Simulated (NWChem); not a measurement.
System: C4H4BrF; SMILES C([C@H](CBr)F)#C

NWChem input:

```
start job
memory heap 200 mb stack 900 mb global 1100 mb
geometry units angstroms noautosym nocenter noautoz
  C     -0.773091    -3.570068    -0.028455
  C     -0.290447    -2.473257     0.137440
  C      0.265186    -1.133215     0.340054
  F      1.569197    -1.089244    -0.078349
  C     -0.554184    -0.110723    -0.426992
  Br     0.053690     1.694960    -0.092106
  H     -1.193284    -4.548870    -0.174263
  H      0.246648    -0.890577     1.417922
  H     -0.466160    -0.291503    -1.506101
  H     -1.608946    -0.163597    -0.130231
end
basis spherical
  * library def2-svp
end
dft
  xc m06-2x
  iterations 150
end
cosmo
  do_cosmo_smd true
  solvent acetntrl
end
task dft energy
```

Parts of the log:

```
             Northwest Computational Chemistry Package (NWChem) 7.3.0
             --------------------------------------------------------

                             Geometry "geometry" -> ""
                             -------------------------

 Output coordinates in angstroms (scale by  1.889725989 to convert to a.u.)

  No.       Tag          Charge          X              Y              Z
 ---- ---------------- ---------- -------------- -------------- --------------
    1 C                    6.0000    -0.77309100    -3.57006800    -0.02845500
    2 C                    6.0000    -0.29044700    -2.47325700     0.13744000
    3 C                    6.0000     0.26518600    -1.13321500     0.34005400
    4 F                    9.0000     1.56919700    -1.08924400    -0.07834900
    5 C                    6.0000    -0.55418400    -0.11072300    -0.42699200
    6 Br                  35.0000     0.05369000     1.69496000    -0.09210600
    7 H                    1.0000    -1.19328400    -4.54887000    -0.17426300
    8 H                    1.0000     0.24664800    -0.89057700     1.41792200
    9 H                    1.0000    -0.46616000    -0.29150300    -1.50610100
   10 H                    1.0000    -1.60894600    -0.16359700    -0.13023100

 Effective nuclear repulsion energy (a.u.)     368.7055727862

                                 NWChem DFT Module
                                 -----------------

 Summary of "ao basis" -> "ao basis" (spherical)
 ------------------------------------------------------------------------------
       Tag                 Description            Shells   Functions and Types
 ---------------- ------------------------------  ------  ---------------------
 C                          def2-svp                 6       14   3s2p1d
 F                          def2-svp                 6       14   3s2p1d
 Br                         def2-svp                12       32   5s4p3d
 H                          def2-svp                 3        5   2s1p

 in cosmo_initialize ...
 calling solv_data for solv:acetntrl

 solvent parameters
 solvname_short: acetntrl
 solvname_long:  acetonitrile
 dielec:       35.6880
 dielecinf:     1.8069
 nonaqueous SMD model solvent descriptors
 dielec:       35.6880
 sola:          0.0700
 solb:          0.3200
 solc:          0.0000
 solg:         41.2500
 solh:          0.0000
 soln:          1.3442

          ---------------
          -cosmo- solvent
          ---------------
 Cosmo: York-Karplus, doi: 10.1021/jp992097l
 dielectric constant -eps-     =  35.69
 screen = (eps-1)/(eps    )    =   0.97198
 surface charge correction     = lagrangian

   van der Waals surface
 --------------------------

[...]

                                COSMO-SMD solvation results
                                ---------------------------

             internal energy in gas <Psi(g)|H|Psi(g)> =     -2828.181520115809
         internal energy in solvent <Psi(s)|H|Psi(s)> =     -2828.180117726861
                               delta internal energy  =         0.001402388948 (    0.88 kcal/mol)
   total free energy in solvent <Psi(s)|H+V/2|Psi(s)> =     -2828.191726344167
 polarization energy contribution <Psi(s)|V/2|Psi(s)> =        -0.011608617306 (   -7.28 kcal/mol)
    total free energy in solvent including G(SMD-CDS) =     -2828.192899222817
                       G(SMD-CDS) energy contribution =        -0.001172878650 (   -0.74 kcal/mol)
     1 M fixed-concentration free energy of solvation =        -0.011379107008 (   -7.14 kcal/mol)

                       DFT Final Molecular Orbital Analysis
                       ------------------------------------

 Vector   34  Occ=2.000000D+00  E=-3.551263D-01
              MO Center= -3.9D-01, -2.2D+00,  8.4D-02, r^2= 4.4D+00
   Bfn.  Coefficient  Atom+Function         Bfn.  Coefficient  Atom+Function
  ----- ------------  ---------------      ----- ------------  ---------------
     6      0.374092   1 C  pz               20      0.357911   2 C  pz
     9      0.225941   1 C  pz               23      0.223222   2 C  pz
    85      0.192488   6 Br px               82      0.169012   6 Br px
   108     -0.148375   8 H  s                87      0.130884   6 Br pz
    84      0.116948   6 Br pz               79     -0.112229   6 Br px

 Vector   35  Occ=2.000000D+00  E=-3.387458D-01
              MO Center= -6.0D-02,  7.4D-01, -7.7D-02, r^2= 4.6D+00
   Bfn.  Coefficient  Atom+Function         Bfn.  Coefficient  Atom+Function
  ----- ------------  ---------------      ----- ------------  ---------------
    87      0.372668   6 Br pz               85      0.346377   6 Br px
    84      0.313049   6 Br pz               82      0.292212   6 Br px
    86     -0.218482   6 Br py               81     -0.208225   6 Br pz
    79     -0.194317   6 Br px               31     -0.181893   3 C  s
    83     -0.177574   6 Br py               22      0.126629   2 C  py

 Vector   36  Occ=2.000000D+00  E=-3.377092D-01
              MO Center= -2.6D-02,  1.5D+00, -1.3D-01, r^2= 2.2D+00
   Bfn.  Coefficient  Atom+Function         Bfn.  Coefficient  Atom+Function
  ----- ------------  ---------------      ----- ------------  ---------------
    87     -0.435226   6 Br pz               85      0.424726   6 Br px
    84     -0.364569   6 Br pz               82      0.356091   6 Br px
    81      0.242423   6 Br pz               79     -0.236733   6 Br px
   118      0.129965  10 H  s               113     -0.118782   9 H  s
    62      0.099758   5 C  pz               60     -0.092034   5 C  px

 Vector   37  Occ=0.000000D+00  E= 2.925497D-02
              MO Center= -2.7D-01, -5.3D-01, -8.0D-02, r^2= 6.2D+00
   Bfn.  Coefficient  Atom+Function         Bfn.  Coefficient  Atom+Function
  ----- ------------  ---------------      ----- ------------  ---------------
    59      1.065149   5 C  s                86      0.725977   6 Br py
    75     -0.484261   6 Br s                64      0.425503   5 C  py
     7     -0.344550   1 C  px               61      0.260185   5 C  py
   114     -0.248767   9 H  s                63      0.242057   5 C  px
   109     -0.236379   8 H  s                83      0.233043   6 Br py

 Vector   38  Occ=0.000000D+00  E= 5.413036D-02
              MO Center= -3.0D-01, -2.4D+00,  1.2D-01, r^2= 3.9D+00
   Bfn.  Coefficient  Atom+Function         Bfn.  Coefficient  Atom+Function
  ----- ------------  ---------------      ----- ------------  ---------------
    59     -0.489911   5 C  s               109      0.477815   8 H  s
     9      0.471517   1 C  pz               21      0.424726   2 C  px
    23     -0.359423   2 C  pz                7     -0.348460   1 C  px
    35      0.345153   3 C  px               31     -0.283734   3 C  s
    45     -0.277033   4 F  s                 6      0.275464   1 C  pz

 Vector   39  Occ=0.000000D+00  E= 9.571234D-02
              MO Center= -4.8D-01, -1.6D+00, -4.2D-02, r^2= 5.8D+00
   Bfn.  Coefficient  Atom+Function         Bfn.  Coefficient  Atom+Function
  ----- ------------  ---------------      ----- ------------  ---------------
    64      0.634846   5 C  py               23     -0.514031   2 C  pz
    86      0.499441   6 Br py                9      0.494745   1 C  pz
    59      0.491570   5 C  s               119     -0.457549  10 H  s
    75     -0.383848   6 Br s                61      0.344578   5 C  py
    31      0.340775   3 C  s                21     -0.302419   2 C  px

     Multipole analysis of the density
     ---------------------------------

     L   x y z        total         alpha         beta         nuclear
     -   - - -        -----         -----         ----         -------
     0   0 0 0     -0.000000    -36.000000    -36.000000     72.000000

     1   1 0 0     -1.101173     -5.147312     -5.147312      9.193451
     1   0 1 0     -0.835988     -0.325661     -0.325661     -0.184666
     1   0 0 1      0.077178      3.996849      3.996849     -7.916519

     2   2 0 0    -36.085446    -76.804435    -76.804435    117.523423
     2   1 1 0      4.084492    -20.892188    -20.892188     45.868867
     2   1 0 1      0.835356     -3.230234     -3.230234      7.295824
     2   0 2 0    -30.573614   -468.417755   -468.417755    906.261895
     2   0 1 1      0.486531     14.820720     14.820720    -29.154909
     2   0 0 2    -34.121704    -28.817315    -28.817315     23.512926
```

Level: M06-2X/def2-SVP, SMD on the gas-phase geometry. Structure relaxed at the PBE0/def2-SVP level. Solvent: acetonitrile.
